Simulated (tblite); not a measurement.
Compound: C4H4FOSi (doublet state).
SMILES with atom numbers: `[O:1]=[C:2]1[CH:3][C:4]([SiH2:5][F:6])=[CH:7]1` (hydrogens: H8 on C3; H9, H10 on Si5; H11 on C7)

Computed geometry: GFN2-xTB, gas phase. This method treats the open shell by occupation alone, without spin polarisation.

(1) Give the optimised bond lengths and angles.

Results:

(1) 
```
           bond  length (Å)          order
          O1=C2       1.196         double
          C2–C3       1.499         single
   C3–C4, C4=C7       1.407  single/double
         C4–Si5       1.880         single
         Si5–F6       1.607         single
          C2–C7       1.490         single
  C3–H8, C7–H11       1.071         single
Si5–H9, Si5–H10       1.454         single
```

Bonds in one row agree within 0.01 Å and their mean is given. Orders are formal, as drawn. A selection of angles:
```
     angle  degrees
  O1–C2–C3    136.4
  O1–C2–C7    136.7
  C3–C2–C7     86.9
  C2–C3–C4     89.5
  C2–C3–H8    135.9
  C4–C3–H8    134.6
 C3–C4–Si5    133.0
  C3–C4–C7     93.9
 C4–Si5–F6    106.2
 C4–Si5–H9    110.9
 F6–Si5–H9    105.9
H9–Si5–H10    116.3
```

Dihedral angles: O1–C2–C3–C4 180° (antiperiplanar); C2–C3–C4–Si5 180° (antiperiplanar); C3–C4–Si5–F6 0° (synperiplanar); C3–C4–C7–C2 0° (synperiplanar); O1–C2–C7–C4 180° (antiperiplanar).

The 4-membered ring C2–C3–C4–C7 has internal angles of 86.9° to 93.9°; it is planar, 0.00 Å rms from its mean plane, widest ring torsion 0°. C3 (carbon bonded to 2 C and H) is planar (angles 135.9°, 134.6° and 89.5°, sum 360.0°, 0.00 Å off the plane of its three neighbours). The 7 heavy atoms lie in one plane (0.002 Å rms). Si5 (silicon bonded to C, F and 2 H) is distorted tetrahedral (angles from 105.8° to 116.3°). C4 (carbon bonded to 2 C and Si) is planar (angles 133.1°, 133.0° and 93.9°, sum 360.0°, 0.00 Å off the plane of its three neighbours). C2 (carbon bonded to 2 C and O) is planar (angles 136.7°, 136.4° and 86.9°, sum 360.0°, 0.00 Å off the plane of its three neighbours). The 4 C–C bonds span 1.404 Å (C3–C4, drawn single in one of several resonance forms) to 1.499 Å (C2–C3, drawn single in one of several resonance forms), a spread of 0.095 Å.

Point group: Cs (every atom within 0.08 Å of its image). Its GFN2-xTB frequencies are all real (lowest 30 cm⁻¹).

Hardware: an x86-64 server with one thread, no GPU, shared host. That covers the optimisation of the geometry.

One conformer stands for the species.
